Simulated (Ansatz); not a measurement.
Gas-phase electronic energies from Ansatz, PBE0-D4/def2-TZVP geometries. CCSD(T)/CBS adds triple-zeta CCSD(T) − MP2 to the extrapolated MP2 energy (def2 sets, frozen cores). Functionals use def2-TZVPP. B3LYP here is the variant with VWN-RPA as its local correlation; programs differ in this. For Ge outer-core shells are correlated without core-valence functions, which leaves a few kJ/mol of doubt a bond. Scalar relativity is left out up to krypton. Each species was taken in one conformer, which may not be the lowest.

Reaction (formal exchange of groups at the Si–Ge bond): `[CH3][GeH2][SiH2]Cl` + `C[SiH2]N` → `N[SiH2]C[SiH2]Cl` + `[CH3][GeH3]`

Task: Is it downhill or uphill in electronic energy at CCSD(T)/CBS, and by how much? (Estimate.)

Result: Computed: Nearly level: ΔE = +1.6 kJ/mol.

Task: What do these levels give: PBE-D4, PBE0-D4, B3LYP-D4, ωB97M-V, B2PLYP, PBE0, HF/def2-TZVPP, HF/def2-QZVPP, MP2/def2-QZVPP, SCS-MP2/def2-QZVPP, MP2/CBS(def2), CCSD/CBS(def2)? (Estimate.)

Result: The calculation gave: PBE-D4 11.1, PBE0-D4 7.3, B3LYP-D4 5.3, ωB97M-V -1.7, B2PLYP 3.8, PBE0 9.1, HF/def2-TZVPP -1.3, HF/def2-QZVPP -2.2, MP2/def2-QZVPP -2.6, SCS-MP2/def2-QZVPP -2.6, MP2/CBS(def2) -1.7, CCSD/CBS(def2) 1.8 kJ/mol.

Largest T1 diagnostic among the species: 0.010.

The D4 term adds −3.6 kJ/mol with B3LYP and −1.8 kJ/mol with PBE0; it sums over pairs of atoms, weighted by their polarisabilities, and B3LYP, whose exchange is more repulsive, gets the larger term. From PBE to PBE0 (25 % exact exchange), in def2-TZVPP and without D4, ΔE moves by −4.2 kJ/mol.
